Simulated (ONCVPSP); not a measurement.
# What the settings do to the ONCV potential of Tb (Z = 65)

Base potential:

```json
{
  "Element": "terbium (Tb)",
  "Generator": "ONCVPSP 4.0.1",
  "Type": "optimised norm-conserving Vanderbilt (ONCV)",
  "Functional": "PBEsol",
  "Relativity": "scalar-relativistic",
  "Frozen core": "[Kr] 4d10 4f8",
  "Valence charge": "11",
  "Reference configuration": "5s2 5p6 5d1 (charge +2)",
  "Partial waves": "5s: rc 2.00 bohr, ncon 4, nbas 8, qcut 7.5 1/bohr, 1 projector; 5p: rc 1.80 bohr, ncon 3, nbas 6, qcut 7.4 1/bohr, 3 projectors, debl 0.8 Ha; 5d: rc 2.80 bohr, ncon 4, nbas 8, qcut 5.2 1/bohr, 2 projectors, debl 1.1 Ha",
  "Local potential": "polynomial inside 1.35 bohr (lpopt 1, dvloc0 6 Ha)",
  "Core correction": "Teter function, fcfact 1.75, rcfact 1.15"
}
```

In the p channel the program set the typed energies aside and used -1.535, 0.250, 1.050 Ha.

All-electron outer shells of the reference configuration (PBEsol, scalar-relativistic, ld1.x):

```json
{"shell": "5p", "level (eV)": "-41.77", "outermost node (bohr)": "0.69", "outermost maximum (bohr)": "1.33"}
{"shell": "4f", "level (eV)": "-22.91", "outermost node (bohr)": "–", "outermost maximum (bohr)": "0.55"}
{"shell": "5d", "level (eV)": "-15.14", "outermost node (bohr)": "0.77", "outermost maximum (bohr)": "1.85"}
```

Cutoffs, loose and tight: the cutoffs (Ha) at which the residual kinetic energy of the hardest occupied pseudo-wave falls to 1 and 0.1 mHa per electron. They do not see the model core or the augmentation charge, which bear on the density cutoff. Test errors are all-electron minus pseudo excitation energies from the reference, over the configurations 5s2 5p6 5d1 6s2; 5s2 5p6 5d1 6s1; 5s2 5p6 5d0; 5s2 5p6 5d1 6s1 6p1. A dash means not determined; rows that change the core or the reference have their own tests.

| change | outcome | cutoff, loose | cutoff, tight | bound ghosts | GHOST(+) flags above zero | largest test error (meV) |
| --- | --- | --- | --- | --- | --- | --- |
| base | generated, projector energies reset by the program | 18 Ha | 22 Ha | none | none | +373 |
| d: rc 2.14 | generated, projector energies reset by the program | 18 Ha | 22 Ha | none | none | +376 |
| d: rc 2.5 | generated, projector energies reset by the program | 18 Ha | 22 Ha | none | none | +376 |
| d: rc 2.86 | generated, projector energies reset by the program | 18 Ha | 22 Ha | none | none | +373 |
| d: rc 3.24 | generated, projector energies reset by the program | 18 Ha | 22 Ha | none | none | +373 |
| d: rc 3.52 | generated, projector energies reset by the program | 18 Ha | 22 Ha | none | none | +370 |
| d: rc 4.06 | generated, projector energies reset by the program | 18 Ha | 22 Ha | none | none | +356 |

Reading the sweep of the d radius (base included, trends over the rows without a ghost): The loose cutoff stays near 18 Ha. The median size of the test errors (rows with all tests solved) stays near 229.0 meV.
